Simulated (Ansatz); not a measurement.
Cost and result for the atomization energy of BH$_{3}$OS$_{2}$, SMILES `OB(S)S` (7 atoms, 6 bonds).

Charge 0, multiplicity 1. Geometry: relaxed with PBE0-D4/def2-TZVP. It is one conformer, not always the lowest. Program: Ansatz. Hardware: A = 2 threads of an AMD EPYC 7R13 on a shared host; B = 2 threads of an AMD EPYC 7R13 on a shared host and a share of an NVIDIA H100 80 GB. Times are those of one run each, without the atoms' runs, and a repeat can differ threefold. Electronic energies, without spin–orbit coupling; frozen cores. CCSD(T)/CBS extrapolates def2-TZVPP and def2-QZVPP, and its time is that of the two runs behind it. T1 = 0.013. B3LYP takes the VWN-RPA correlation (the form of Gaussian; ORCA's B3LYP/G).

CCSD(T)/CBS is a level of theory with its own doubt, some kJ/mol a heavy atom from the limit and from the frozen cores, so smaller differences don't rank the functionals.

| level | functions | wall time | atomization (kJ/mol) | difference from CCSD(T)/CBS | per bond |
| --- | --- | --- | --- | --- | --- |
| PBE-D4/def2-TZVPP (with forces) [A] | 188 | 2.2 s | 2602.7 | 69.8 | 11.6 |
| CCSD(T)/def2-TZVPP [B] | 188 | 2.2 s | 2456.8 | -76.1 | -12.7 |
| PBE0-D4/def2-TZVPP [A] | 188 | 2.5 s | 2544.2 | 11.3 | 1.9 |
| B3LYP-D4/def2-TZVPP (with forces) [A] | 188 | 3.1 s | 2525.8 | -7.1 | -1.2 |
| r2SCAN-D4/def2-TZVPP (with forces) [A] | 188 | 3.6 s | 2564.8 | 31.9 | 5.3 |
| B2PLYP/def2-TZVPP [A] | 188 | 4.3 s | 2501.0 | -31.9 | -5.3 |
| CCSD(T)/def2-QZVPP [B] | 344 | 6 s | 2501.1 | -31.8 | -5.3 |
| ωB97X-V/def2-TZVPP [A] | 188 | 7 s | 2548.4 | 15.5 | 2.6 |
| ωB97M-V/def2-TZVPP (with forces) [A] | 188 | 7.5 s | 2560.7 | 27.8 | 4.6 |
| CCSD(T)/CBS(def2) | – | 8.2 s | 2532.9 | 0.0 | 0.0 |

The D4 term adds +26.1 kJ/mol with B3LYP and +13.4 kJ/mol with PBE0; it sums over pairs of atoms, weighted by their polarisabilities, and B3LYP, whose exchange is more repulsive, gets the larger term. From PBE to PBE0 (25 % exact exchange), in def2-TZVPP and without D4, the atomization energy moves by −56.0 kJ/mol: exact exchange takes away binding that semilocal exchange gives to molecules. In def2-TZVPP, CCSD(T) changes the Hartree–Fock value by +650.0 kJ/mol (the triples alone add +48.9 kJ/mol) and MP2 by +718.9 kJ/mol; breaking electron pairs costs correlation energy, which Hartree–Fock lacks.
